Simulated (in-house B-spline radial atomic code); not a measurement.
Radial electron density of C²⁺, [He] 2s2. Level of theory: scalar-relativistic (X2C) SCAN, spin-polarised, spherical fractional occupations, Fermi nucleus of rms radius 2.4702 fm; calculated with an all-electron radial atomic-structure program (B-spline basis).

The next ion did not converge.

Columns: r (bohr), 4πr²n(r) (electrons per bohr), bar.

```
 0.00984   0.1437 #
  0.0115    0.192 #
  0.0134   0.2543 ##
  0.0156   0.3352 ##
  0.0183   0.4458 ###
  0.0213   0.5818 ####
  0.0249   0.7605 #####
   0.029    0.981 #######
  0.0339    1.263 #########
  0.0396    1.608 ###########
  0.0462    2.021 ##############
  0.0539    2.508 ##################
  0.0629    3.066 #####################
  0.0735    3.688 ##########################
  0.0857    4.335 ##############################
     0.1    4.981 ###################################
   0.117    5.575 #######################################
   0.136     6.02 ##########################################
   0.159    6.279 ############################################
   0.186    6.263 ############################################
   0.217    5.937 ##########################################
   0.253    5.311 #####################################
   0.295    4.445 ###############################
   0.345    3.437 ########################
   0.403    2.469 #################
    0.47    1.698 ############
   0.548    1.225 #########
    0.64    1.072 ########
   0.747    1.179 ########
   0.872    1.404 ##########
    1.02    1.589 ###########
    1.19    1.606 ###########
    1.39     1.42 ##########
    1.62    1.086 ########
    1.89   0.7036 #####
    2.21   0.3755 ###
    2.57   0.1673 #
       3  0.05773 
    3.51  0.01487 
    4.09 0.002925 
    4.78 0.0003909
```

On this grid the curve has 2 maxima, near 0.159, 1.19 bohr.

The 2s up radial function P(r) = rR(r), positive near the nucleus:

```csv
r (bohr),P
0.00333,0.02365
0.00454,0.03192
0.00619,0.04297
0.00843,0.05759
0.0115,0.07694
0.0156,0.1016
0.0213,0.1338
0.029,0.1735
0.0396,0.2216
0.0539,0.2753
0.0735,0.3307
0.1,0.377
0.136,0.398
0.186,0.3692
0.253,0.2651
0.345,0.06532
0.47,-0.2205
0.64,-0.5497
0.872,-0.8152
1.19,-0.8947
1.62,-0.7367
2.21,-0.4333
3,-0.1699
4.09,-0.03824
```
